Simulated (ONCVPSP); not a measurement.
Which change was made? (La, ONCV)

```
Element                 : La
Generator               : ONCVPSP 4.0.1
Type                    : optimised norm-conserving Vanderbilt (ONCV)
Functional              : PBE
Relativity              : scalar-relativistic
Frozen core             : [Kr] 4d10
Valence charge          : 11
Reference configuration : 5s2 5p6 5d1.5 6s1.5
Partial waves           : 5s+6s: rc 2.70 bohr, ncon 4, nbas 8, qcut 4.9 1/bohr, 2 projectors; 5p: rc 2.70 bohr, ncon 4, nbas 8, qcut 4.7 1/bohr, 2 projectors, debl 3.8 Ha; 5d: rc 3.45 bohr, ncon 4, nbas 9, qcut 4.8 1/bohr, 1 projector; f scattering state at 0.07 Ha: rc 3.80 bohr, ncon 3, nbas 6, qcut 3.1 1/bohr, 1 projector
Local potential         : polynomial inside 2.60 bohr (lpopt 3, dvloc0 3 Ha)
Core correction         : Teter function fitted to the true core (icmod 2), fcfact 0.45
```

In the f channel the program set the typed energies aside and used -0.129 Ha.

Cutoffs, loose and tight: the cutoffs (Ha) at which the residual kinetic energy of the hardest occupied pseudo-wave falls to 1 and 0.1 mHa per electron. They do not see the model core or the augmentation charge, which bear on the density cutoff. Test errors are all-electron minus pseudo excitation energies from the reference, over the configurations 5s2 5p6 5d1 6s2; 5s2 5p6 5d1 6s1; 5s2 5p6 5d1 6s0; 5s2 5p6 5d1 6s1.5; variants that change the core or the reference have their own tests.

The base gives: outcome: generated, projector energies reset by the program; cutoff, loose: 7.3 Ha; cutoff, tight: 9.0 Ha; bound ghosts: none; GHOST(+) flags above zero: none; largest test error (meV): -2.7.

(1) After one change the result is: outcome: generated, projector energies reset by the program; cutoff, loose: 8.7 Ha; cutoff, tight: 10 Ha; bound ghosts: s; GHOST(+) flags above zero: none; largest test error (meV): -1.1. Which change was it?
A. all radii but the core radius scaled by about 0.88 (s 2.38, p 2.38, d 3.04, f 3.36 bohr); local potential polynomial inside 2.30 bohr (lpopt 3, dvloc0 3 Ha)
B. all radii but the core radius scaled by about 0.78 (s 2.10, p 2.10, d 2.68, f 2.96 bohr); local potential polynomial inside 2.02 bohr (lpopt 3, dvloc0 3 Ha)
C. all radii but the core radius scaled by about 1.30 (s 3.52, p 3.52, d 4.50, f 4.96 bohr); local potential polynomial inside 3.40 bohr (lpopt 3, dvloc0 3 Ha)
D. all radii but the core radius scaled by about 1.17 (s 3.16, p 3.16, d 4.04, f 4.44 bohr); local potential polynomial inside 3.04 bohr (lpopt 3, dvloc0 3 Ha)

Answers

(1) A. The others give: all radii but the core radius scaled by about 0.78 (s 2.10, p 2.10, d 2.68, f 2.96 bohr); local potential polynomial inside 2.02 bohr (lpopt 3, dvloc0 3 Ha) → outcome: generated, projector energies reset by the program; cutoff, loose: 9.9 Ha; cutoff, tight: 27 Ha; bound ghosts: none; GHOST(+) flags above zero: none; largest test error (meV): -0.6 | all radii but the core radius scaled by about 1.17 (s 3.16, p 3.16, d 4.04, f 4.44 bohr); local potential polynomial inside 3.04 bohr (lpopt 3, dvloc0 3 Ha) → outcome: generated, projector energies reset by the program; cutoff, loose: 5.4 Ha; cutoff, tight: 7.6 Ha; bound ghosts: none; GHOST(+) flags above zero: none; largest test error (meV): -7.9 | all radii but the core radius scaled by about 1.30 (s 3.52, p 3.52, d 4.50, f 4.96 bohr); local potential polynomial inside 3.40 bohr (lpopt 3, dvloc0 3 Ha) → outcome: generated, projector energies reset by the program; cutoff, loose: 5.4 Ha; cutoff, tight: 6.7 Ha; bound ghosts: none; GHOST(+) flags above zero: none; largest test error (meV): -15.
